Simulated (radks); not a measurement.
Problem. All-electron atom: Tc2+ in [Kr] 4d5 (the NIST ground configuration). All-electron calculation, Dirac Kohn-Sham, PBE, spin-unpolarised, spherical densities, point nucleus; open shells are shared between the two j in proportion to 2j + 1; speed of light set to 274.072 atomic units (2 times the physical value, a model run). Program: a radial shooting solver on a logarithmic mesh with Libxc functionals. Some entries of the table are withheld. Estimate them.

orbital,occ.,eigenvalue (hartree),r(max) (bohr)
1s1/2,2,-752.0834,0.02316
2s1/2,2,-106.3792,0.1297
2p1/2,2,-98.23341,0.1017
2p3/2,4,-97.19477,0.1027
3s1/2,2,-18.97095,0.3808
3p1/2,2,-15.81505,0.3679
3p3/2,4,-15.64228,0.3702
3d3/2,4,-9.90057,(1)
3d5/2,6,-9.86550,(2)
4s1/2,2,-3.17502,0.9685
4p1/2,2,-2.25399,(3)
4p3/2,4,-2.22826,(4)
4d3/2,2,-0.83703,1.254
4d5/2,3,-0.83415,1.257
5s1/2,0,-0.65916,2.571
5p1/2,0,-0.47858,3.031
5p3/2,0,-0.47582,3.048

Solution. 
(1) 3d3/2 r(max) (bohr): 0.3111
(2) 3d5/2 r(max) (bohr): 0.3118
(3) 4p1/2 r(max) (bohr): 1.027
(4) 4p3/2 r(max) (bohr): 1.033
